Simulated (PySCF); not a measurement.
**Dipole moment and polarisability of `FC(F)[SiH]1CC=CC1`**

Species: C5H8F2Si.
Cartesian coordinates in Å at the PBE0-D3(BJ)/def2-SVP level; atoms count from 1:
```
atom  x, y, z in Å
F1     2.7888   -0.3704    1.2395
C2     2.1177    0.1750    0.1858
F3     2.7861    1.2964   -0.2034
Si4    0.3257    0.6162    0.7094
C5    -0.6621    1.1312   -0.8201
C6    -1.4034   -0.1438   -1.1368
C7    -1.3888   -1.1496   -0.2479
C8    -0.6321   -0.9799    1.0456
H9     2.1674   -0.5499   -0.6497
H10    0.4182    1.5999    1.8254
H11   -1.3597    1.9637   -0.6188
H12   -0.0223    1.4671   -1.6535
H13   -1.9594   -0.2329   -2.0767
H14   -1.9325   -2.0805   -0.4440
H15   -1.3193   -0.8917    1.9060
H16    0.0232   -1.8386    1.2690
```

Level: B3LYP/def2-SVPD (PySCF), static field, nuclei fixed, core orbitals frozen in the response. The polarisability tensor in these axes (au):

```
x   83.34  6.14  7.07
y    6.14 85.04 -5.51
z    7.07 -5.51 83.47
```

**Question.** Give the principal values, the mean and the anisotropy Δα = √{½[(α1 − α2)² + (α2 − α3)² + (α1 − α3)²]}.

**Answer.** Principal values 71.36, 89.82 and 90.67 au; mean 83.95 au = 12.44 Å³ = 13.84 × 10⁻⁴⁰ C²·m²/J; Δα = 18.89 au (23 % of the mean).

**Question.** What is the dipole moment, and where does it point?

**Answer.** (-2.36, -0.69, -0.78) D, 2.58 D in size, pointing from the negative to the positive side. Measured along this direction, the outermost atoms are F3 and F1 at the negative end and H13 and H14 at the positive end.

**Question.** Form Σ f/ω² (atomic units) for the 6 lowest TDDFT singlets, given as eV and f, and set it beside the mean polarisability, which is this sum over all singlets: 6.42, 0.0053; 6.57, 0.0409; 6.88, 0.0672; 6.97, 0.0007; 7.10, 0.0049; 7.32, 0.0089.

**Answer.** They add up to 2.05 au, 2.4 % of the 83.95 au; the largest single term is 1.05 au, from the state at 6.88 eV. Terms in order: 0.09, 0.70, 1.05, 0.01, 0.07, 0.12 au. Higher excitations give the rest. The strengths listed sum to 0.128.

**Question.** Give the eigenvalues of the traceless quadrupole moment Θ = ½Σq(3rr − r²1), origin at the centre of nuclear charge.

**Answer.** -7.00, 2.65, 4.35 D·Å. The values depend on the origin, since the dipole doesn't vanish. The electronic extent ⟨r²⟩ about the same centre is 1214 bohr², a root-mean-square distance of 2.20 Å for the 70 electrons.

**Question.** Give the principal axes and the span of the nuclei along them.

**Answer.** Largest value along (0.79, 0.40, 0.47), where the nuclei span 5.23 Å; middle along (0.00, 0.76, -0.66), 4.41 Å; least along (0.62, -0.52, -0.59), 3.66 Å. The response follows the extents in order.

**Question.** Molar refractivity from α?

**Answer.** Lorentz–Lorenz: R = (4π/3)N_A α = 2.5225 cm³/(mol·Å³) × 12.44 Å³ = 31.4 cm³/mol, in the limit of long wavelengths.

The structure is a single PBE0-D3(BJ)/def2-SVP conformer in the gas phase; no vibrational or solvent corrections.

These values come from a run that also computed excited states. On one thread of an x86-64 server, no GPU, on a shared host, this took 35 s of wall time.
